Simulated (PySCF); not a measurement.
C$_{2}$H$_{9}$GaN (SMILES [CH3][Ga]([CH3])<-[NH3]), doublet, geometry from GFN2-xTB (such geometries of metal compounds can be far from the true shape) (the spin is typed, not shown lowest). Base run: PBE0/STO-3G (PySCF).

Input for PySCF:
```python
from pyscf import gto, scf, dft

mol = gto.M(
    atom='''
Ga    0.355652    0.125675    0.458490
C     1.057252    1.028231   -1.367268
H     1.881702    0.474578   -1.820714
H     1.402197    2.046522   -1.178389
H     0.235676    1.079717   -2.085913
C    -1.707799    0.525046    0.931879
H    -2.196294   -0.323234    1.415391
H    -2.247498    0.759459    0.010960
H    -1.792891    1.385373    1.598212
N    -0.396543   -1.793939   -0.883601
H    -1.128874   -1.352949   -1.431240
H    -0.805480   -2.584367   -0.395890
H     0.305348   -2.143112   -1.528061
''',
    basis='sto-3g',
    charge=0,
    spin=1,
    verbose=5,
)

mf = dft.UKS(mol)
mf.xc = 'pbe0'
mf.kernel()
mo_i, mo_e, stable_i, stable_e = mf.stability(internal=True, external=False, return_status=True, nroots=6, tol=1e-6)
print('internally stable:', stable_i, ' externally stable:', stable_e)
if not stable_i:
    umf = mf.copy()
    umf.scf_summary = {}
    umf.kernel(umf.make_rdm1(mo_i, mf.mo_occ))
mf.analyze()
```

The bond that is stretched is that between atoms 9 and 6. A test that says stable can miss a lower solution.

Variants of this job, named by their change:

| change | ΔE vs base (mEh) | <S^2> | stability test says | outcome |
|---|---|---|---|---|
| base | 0.000 | 0.753 | internally stable (external not tested) | converged |
| bond × 1.25 | 36.751 | 0.753 | internally stable (external not tested) | converged |
| bond × 1.5 | 102.9 | 0.753 | internally stable (external not tested) | converged |
| bond × 1.8 | - | - | - | not converged |
| bond × 2.2 | - | - | - | not converged |
| bond × 3.0 | - | - | - | not converged |

On stretching, the SCF can end on different states; <S^2> shows the spin contamination of each.
